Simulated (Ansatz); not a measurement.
Br$_{3}$ClHf, SMILES `[Cl][Hf]([Br])([Br])[Br]`. Total charge 0; spin multiplicity 1. Hf: def2 effective core potential. Geometry: relaxed with PBE0-D4/def2-TZVP.

```xyz
5

Cl   -0.148   -2.125    0.973
Hf   -0.002   -0.026    0.012
Br    1.888    0.016   -1.578
Br   -2.104    0.474   -1.186
Br    0.366    1.660    1.779
```

(1) What is the dipole moment at B3LYP/def2-TZVPP? (An estimate is asked.)

(2) And with PBE, r2SCAN, ωB97M-V? (An estimate is asked.)

(3) Give the Mulliken charges with B3LYP, PBE, ωB97M-V in def2-TZVPP. (Best estimate.)

Results:

(1) Ansatz gave: 0.07 D, with components (0.00, 0.06, -0.03) D in this frame, pointing from negative to positive charge.

(2) Computed: PBE 0.08 D, r2SCAN 0.07 D, ωB97M-V 0.01 D.

(3) Computed: 
```
atom  B3LYP    PBE  ωB97M-V
 Cl1  -0.20  -0.17    -0.17
 Hf2   0.75   0.65     0.63
 Br3  -0.18  -0.16    -0.16
 Br4  -0.18  -0.16    -0.16
 Br5  -0.18  -0.16    -0.16
```

B3LYP here is the variant with VWN-RPA as its local correlation; programs differ in this.
